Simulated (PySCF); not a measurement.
A series of related molecules.

All values: PBE0/def2-SVPD (PySCF) at PBE0-D3(BJ)/def2-SVP geometries, gas phase, one conformer each. Core orbitals are frozen in the response; Δα² is half the sum of the squared differences of the principal polarisabilities. Atoms past krypton carry effective core potentials.

Question: Rank by HOMO–LUMO gap, lowest first.
A. `CC[N]=[Ta]([Cl])([Cl])[Cl]` (Ta(NEt)Cl3)
B. `CC[N]=[Ta]([NH2])([NH2])[NH2]` (Ta(NEt)(NH2)3)
C. `CC[N]=[Ta]([CH3])([CH3])[CH3]` (Ta(NEt)Me3)

Answer: A (5.79 eV), C (6.10 eV), B (6.52 eV).

Question: Rank by mean static polarisability, highest first.
A. Ta(NEt)Me3 (`CC[N]=[Ta]([CH3])([CH3])[CH3]`)
B. Ta(NEt)(NH2)3 (`CC[N]=[Ta]([NH2])([NH2])[NH2]`)
C. Ta(NEt)Cl3 (`CC[N]=[Ta]([Cl])([Cl])[Cl]`)
D. Ta(NEt)(OH)3 (`CC[N]=[Ta]([OH])([OH])[OH]`)

Answer: A (17.80 Å³), C (17.38 Å³), B (15.73 Å³), D (13.14 Å³).

All values together:

```json
{"SMILES": "CC[N]=[Ta]([Cl])([Cl])[Cl]", "formula": "C2H5Cl3NTa", "μ (D)": "2.22", "HOMO (eV)": "-8.08", "LUMO (eV)": "-2.29", "α (Å³)": "17.38", "Δα (Å³)": "3.30", "electrons": "148", "α per electron (Å³)": "0.117", "ΔSCF removal energy (eV)": "–"}
{"SMILES": "CC[N]=[Ta]([NH2])([NH2])[NH2]", "formula": "C2H11N4Ta", "μ (D)": "1.47", "HOMO (eV)": "-6.55", "LUMO (eV)": "-0.03", "α (Å³)": "15.73", "Δα (Å³)": "3.98", "electrons": "124", "α per electron (Å³)": "0.127", "ΔSCF removal energy (eV)": "–"}
{"SMILES": "CC[N]=[Ta]([OH])([OH])[OH]", "formula": "C2H8NO3Ta", "μ (D)": "0.75", "HOMO (eV)": "-6.89", "LUMO (eV)": "-0.31", "α (Å³)": "13.14", "Δα (Å³)": "4.58", "electrons": "124", "α per electron (Å³)": "0.106", "ΔSCF removal energy (eV)": "8.65"}
{"SMILES": "CC[N]=[Ta]([CH3])([CH3])[CH3]", "formula": "C5H14NTa", "μ (D)": "0.46", "HOMO (eV)": "-6.89", "LUMO (eV)": "-0.79", "α (Å³)": "17.80", "Δα (Å³)": "3.90", "electrons": "124", "α per electron (Å³)": "0.144", "ΔSCF removal energy (eV)": "–"}
```

Conformers: `CC[N]=[Ta]([NH2])([NH2])[NH2]` (singlet state); `CC[N]=[Ta]([OH])([OH])[OH]` (singlet state).

A dash marks a removal energy that wasn't run or isn't settled.
